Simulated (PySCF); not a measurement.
A PySCF script (with the pyscf-properties extension) for the NMR shieldings of `N[SiH]1P[SiH2]P1`, H7NP2Si2, on a GFN2-xTB geometry:

```python
import basis_set_exchange as bse
import numpy as np
from pyscf import gto, dft
from pyscf.prop import nmr

atoms = """
N    -2.065831    0.468275   -0.443725
Si   -0.889612   -0.190814    0.631138
P     0.371996   -1.751980   -0.424271
Si    2.029642   -0.296063    0.085176
P     0.755565    1.316325    1.034928
H    -2.726598   -0.167383   -0.863493
H    -2.534420    1.316033   -0.163440
H    -1.338247   -0.745313    1.916431
H     0.152787   -1.241838   -1.689222
H     2.892650   -0.888722    1.105131
H     2.791026    0.163922   -1.074793
H     0.562240    2.016871   -0.139889
"""
names = dict.fromkeys(["N", "Si", "P", "H"], "pcSseg-1")
basis = {el: gto.basis.parse(bse.get_basis(n, elements=[el], fmt="nwchem")) for el, n in names.items()}
mol = gto.M(atom=atoms, basis=basis, charge=0, verbose=0)
mf = dft.RKS(mol, xc="PBE0")
mf.grids.level = 2
mf.grids.alignment = dft.numint.BLKSIZE   # the property module wants whole blocks of grid points
mf.conv_tol = 1e-9
mf.kernel()

calc = nmr.RKS(mf)   # GIAO
C = mf.mo_coeff
Co = C[:, mf.mo_occ > 0]
resp = mf.gen_response(singlet=True, hermi=2)
def vind(x):   # induced exchange potential for any number of trial vectors
    d = np.einsum("pi,xij,qj->xpq", C, 2 * x.reshape(-1, C.shape[1], Co.shape[1]), Co, optimize=True)
    return np.einsum("xpq,pi,qj->xij", resp(d - d.transpose(0, 2, 1)), C, Co, optimize=True).ravel()
mo1, _ = nmr.rhf.solve_mo1(calc, with_cphf=vind)
sigma = calc.kernel(mo1)
for i, s in enumerate(sigma):   # ppm
    w = np.linalg.eigvalsh((s + s.T) / 2)
    print("%2d %-2s iso %8.1f  s11 %8.1f  s22 %8.1f  s33 %8.1f" % (i, mol.atom_pure_symbol(i), w.mean(), *w))
```

Question: What are the results?

Answer: 
```
 0 N  iso    241.7  s11    204.0  s22    258.7  s33    262.3
 1 Si iso    367.0  s11    339.8  s22    347.2  s33    414.0
 2 P  iso    547.3  s11    432.6  s22    558.1  s33    651.2
 3 Si iso    419.0  s11    384.9  s22    435.1  s33    436.9
 4 P  iso    547.9  s11    433.3  s22    558.9  s33    651.4
 5 H  iso     31.2  s11     24.1  s22     27.2  s33     42.3
 6 H  iso     31.2  s11     24.1  s22     27.2  s33     42.3
 7 H  iso     25.8  s11     22.3  s22     24.1  s33     30.9
 8 H  iso     29.4  s11     26.6  s22     27.4  s33     34.3
 9 H  iso     27.0  s11     23.7  s22     24.9  s33     32.4
10 H  iso     26.7  s11     23.7  s22     24.1  s33     32.3
11 H  iso     29.4  s11     26.6  s22     27.4  s33     34.3
```

These numbers come from an equivalent density-fitted implementation of the same equations, which agrees with the script to about 0.01 ppm for H and up to a few tenths of a ppm for heavy atoms, so last digits may differ.

Size and cost of the density-fitted run: 148 basis functions, 17 s wall time on 1 thread of an Arm Neoverse V1, shared host.
